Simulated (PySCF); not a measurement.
A calculated (TPSS, PySCF 2.14, def2-TZVPPD, the non-relativistic Hamiltonian (point nucleus)) atom or ion has these occupied shells.

```
shell  electrons  orbital energy (eV)  rms radius, mean of both spins (bohr)
   1s          2              -9423.2                                 0.0591
   2s          2              -1136.3                                  0.249
   2p          6              -1000.1                                  0.221
   3s          2              -126.44                                  0.742
   3p          6              -83.113                                  0.780
   3d         10              -10.538                                   1.06
   4s          2               -5.805                                   2.90
```

Question: Name the element and its charge.

Answer: Zn (zinc, neutral), in [Ar] 3d10 4s2, closed-shell 1S.
